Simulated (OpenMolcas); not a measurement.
Ionisation energies of sulfur

* Program: OpenMolcas
* Basis: ANO-R2 [5s4p3d1f]
* Scalar Hamiltonian: X2C, finite nucleus
* Spin-orbit coupling: state interaction with AMFI integrals over the reference wave functions, term energies averaged over their components

Active shells in each charge state: the valence s, p shells, with orbitals averaged over the low states. Where CASPT2's correlated closed shells are named, they are those of the first ion.

A. CASSCF
B. SS-CASPT2, IPEA 0.25 Eh, imaginary shift 0.1 Eh (closed shells correlated: 2s 2p)
C. SS-CASPT2, IPEA 0 Eh, imaginary shift 0.1 Eh (closed shells correlated: 2s 2p)

Energies in eV between the lowest computed levels (charge -1 gives the electron affinity), named as in B; reference values from the NIST Atomic Spectra Database with their kind.

| From | To | A | B | C | Spin-orbit share in B | Reference |
| --- | --- | --- | --- | --- | --- | --- |
| S- 3s² 3p⁵ ²P°_3/2 | S 3s² 3p⁴ ³P₂ | 0.534 | 1.371 | 1.255 | -0.004 |  |
| S 3s² 3p⁴ ³P₂ | S+ 3s² 3p³ ⁴S°_3/2 | 9.029 | 9.975 | 9.889 | +0.023 | 10.360 (measured) |
| S+ 3s² 3p³ ⁴S°_3/2 | S2+ 3s² 3p² ³P₀ | 22.417 | 23.230 | 23.342 | -0.063 | 23.338 (measured) |
| S2+ 3s² 3p² ³P₀ | S3+ 3s² 3p ²P°_1/2 | 33.787 | 34.638 | 34.753 | -0.007 | 34.860 (semi-empirical) |
| S3+ 3s² 3p ²P°_1/2 | S4+ 3s² ¹S₀ | 46.084 | 47.024 | 47.137 | +0.071 | 47.222 (semi-empirical) |
| S4+ 3s² ¹S₀ | S5+ 3s ²S_1/2 | 72.063 | 72.267 | 72.269 | +0.000 | 72.594 (measured) |
| S5+ 3s ²S_1/2 | S6+ 2p⁶ ¹S₀ | 87.503 | 87.754 | 87.758 | +0.000 | 88.053 (measured) |

Error against the reference values, in %:

```tsv
From	Reference	A	B	C
S	measured	-12.8	-3.7	-4.5
S+	measured	-3.9	-0.5	0
S2+	semi-empirical	-3.1	-0.6	-0.3
S3+	semi-empirical	-2.4	-0.4	-0.2
S4+	measured	-0.7	-0.5	-0.4
S5+	measured	-0.6	-0.3	-0.3
```

Mean absolute error over the 4 measured values: A 0.83 eV, B 0.28 eV, C 0.27 eV.

No diffuse functions were added, so the electron affinity comes out too small, and without dynamic correlation a bound anion can come out unbound.

° marks odd parity.
